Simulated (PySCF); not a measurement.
C4H6O, SMILES C(=O)C1CC1.

The structure is a stationary point at B3LYP-D3(BJ)/def2-SVP. Other conformers were not sampled.

Calculation: PBE/def2-TZVP in PySCF.

Gas-phase values at a fixed geometry.

```json
{
  "total_energy": "-231.02126 hartree",
  "point_group": "Cs",
  "highest_occupied_level": "-5.83 eV",
  "lowest_empty_level": "-1.92 eV",
  "orbital_gap": "3.91 eV",
  "dipole_moment": "2.75 D",
  "quadrupole, principal values (traceless, Buckingham form, about the centre of nuclear charge)": "-4.36, 1.38, 2.99 D·Å",
  "mean_static_polarisability": "50.5 bohr³ (7.48 Å³)",
  "polarisability_principal_values": "42.8, 49.4, 59.2 bohr³"
}
```
